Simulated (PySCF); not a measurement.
**Question.** Write Cartesian coordinates for InChI=1S/C5H8FNO/c1-7-3-2-4(6)5(7)8/h4H,2-3H2,1H3/t4-/m0/s1 as optimised with PBE0-D3(BJ)/def2-SVP.

**Answer.** 
```xyz
16
C5H8FNO angstrom
C      2.2449    0.2175   -0.0773
N      0.8420    0.0237    0.1405
C      0.1981   -1.2654    0.0415
C     -1.1902   -1.0011    0.6294
C     -1.4293    0.4639    0.3382
F     -1.9477    0.6185   -0.9316
C     -0.0184    1.0648    0.3306
O      0.2743    2.2346    0.4230
H      2.4535    1.2901    0.0349
H      2.5424   -0.1013   -1.0910
H      2.8456   -0.3474    0.6548
H      0.1443   -1.6045   -1.0098
H      0.7583   -2.0279    0.6071
H     -1.1733   -1.1560    1.7189
H     -1.9790   -1.6348    0.2024
H     -2.0898    0.9824    1.0482
```

Orientation and origin are arbitrary. Atoms count from 1 in this order. Of the pairs four or more bonds apart, O8···H9 is among the closest relative to their van der Waals radii: 2.41 Å, 88 % of the sum of Bondi's values. N2 (amide nitrogen) is planar (angles 123.1°, 122.4° and 114.2°, sum 359.7°, 0.04 Å off the plane of its three neighbours). The C–C distances run from 1.513 Å (C4–C5, drawn single) to 1.534 Å (C5–C7, drawn single), a spread of 0.021 Å. The 3 C–N bonds span 1.364 Å (N2–C7, drawn single) to 1.444 Å (N2–C3, drawn single), a spread of 0.080 Å.

Bonds between heavy atoms (Å): C1–N2 1.433, N2–C3 1.444, C3–C4 1.531, C4–C5 1.513, C5–F6 1.380, C5–C7 1.534, C7=O8 1.209, N2–C7 1.364.

The calculation used PBE0-D3(BJ)/def2-SVP geometry optimisation, gas phase in PySCF.

Point group: C1 (no symmetry element, even within 0.4 Å). No PBE0-D3(BJ)/def2-SVP frequencies stand behind this structure, so it isn't proved a minimum. The numbers are those of one conformer (C1–N2–C3–C4 169°, N2–C3–C4–C5 28°, C3–C4–C5–F6 85°, C4–C5–C7–O8 -163°).
